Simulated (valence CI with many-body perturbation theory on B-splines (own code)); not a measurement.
**Sc⁸⁺: one-electron terms**

Method: relativistic CI+MBPT: three valence electrons over a frozen Dirac-Fock core [Ne], a basis of 11 s, 11 p, 9 d, 7 f, 5 g, 2 h, 1 i functions for each j, with the one-electron correlation potential Σ1 (screened to all orders), the two-electron term Σ2, the three-electron term Σ3, Breit, model QED; selected single and double excitations, second order for the rest, scaled by the run's own slope (own B-spline code, finite nucleus).

No measured spectrum was set against this ion. As an estimate, levels of excited configurations hold to 0.05 to 0.15 % of their energy, terms of the ground configuration to about 0.5 %.

These are the spectroscopic orbitals of the CI (the correlating ones are not listed), shaped by the core and the other valence electrons. h is the expectation value of the core's Dirac-Fock operator, without the valence repulsion; Σ1 is computed up to l = 3 at one energy for each symmetry, that of its lowest orbital but kept below the first core excitation, so for empty shells it is not the orbital's own correlation shift; Breit and QED include the response of the core.

```tsv
Orbital	h (hartree)	Σ1 (cm⁻¹)	Breit (cm⁻¹)	QED (cm⁻¹)	⟨r⟩ (bohr)
3s1/2	-9.1419	-4611	339	219	0.9534
4s1/2	-4.6848	-1318	117	76.3	1.906
5s1/2	-2.8396	-547	51.3	33.7	3.215
6s1/2	-1.9059	-285	27.4	18.0	4.847
3p1/2	-8.2637	-4876	511	-23.2	0.9716
4p1/2	-4.3332	-1404	174	-7.8	2.000
5p1/2	-2.6715	-621	81.7	-3.6	3.358
6p1/2	-1.8122	-332	44.9	-2.0	5.046
3p3/2	-8.2323	-4809	308	-8.4	0.9759
4p3/2	-4.3213	-1390	104	-2.8	2.006
5p3/2	-2.6657	-616	48.4	-1.3	3.366
6p3/2	-1.8089	-330	26.5	-0.7	5.056
3d3/2	-7.0249	-5033	120	-9.5	0.9581
4d3/2	-3.8732	-1426	46.2	-3.5	2.086
5d3/2	-2.4514	-643	23.0	-1.7	3.526
3d5/2	-7.0217	-4999	32.3	-7.0	0.9588
4d5/2	-3.8717	-1415	12.4	-2.6	2.087
5d5/2	-2.4507	-638	6.2	-1.3	3.527
4f5/2	-3.7018	-539	0.7	-0.3	1.931
5f5/2	-2.3651	-293	0.6	-0.2	3.414
4f7/2	-3.7014	-538	-0.5	0.0	1.931
5f7/2	-2.3648	-292	-0.4	0.0	3.415
5g7/2	-2.3436		0.0	0.0	3.044
5g9/2	-2.3435		0.0	0.0	3.044
```

Among the shells of the start configuration 3s2 3p1, Σ1 is largest in size for 3p1/2, where it is 0.27 % of h.

Lowest root of each symmetry, sizes in configuration state functions:

| J | Parity | Roots | Reference | Variational | Second order | Change by selected CI (cm⁻¹) | Change by second order (cm⁻¹) |
| --- | --- | --- | --- | --- | --- | --- | --- |
| 1/2 | even | 10 | 65 | 8394 | 25301 | -1213 | 0 |
| 3/2 | even | 13 | 95 | 13192 | 41204 | -1204 | 0 |
| 5/2 | even | 12 | 89 | 14958 | 57743 | -1210 | -1 |
| 7/2 | even | 7 | 54 | 13246 | 58834 | -3075 | -2 |
| 9/2 | even | 4 | 27 | 11000 | 50662 | -3407 | -2 |
| 1/2 | odd | 8 | 59 | 9333 | 26827 | -2457 | -1 |
| 3/2 | odd | 13 | 91 | 14264 | 47221 | -2451 | -1 |
| 5/2 | odd | 9 | 82 | 13810 | 67045 | -1813 | -1 |
| 7/2 | odd | 5 | 58 | 13879 | 71144 | -2334 | -2 |
| 9/2 | odd | 2 | 29 | 8888 | 42904 | -2331 | -3 |
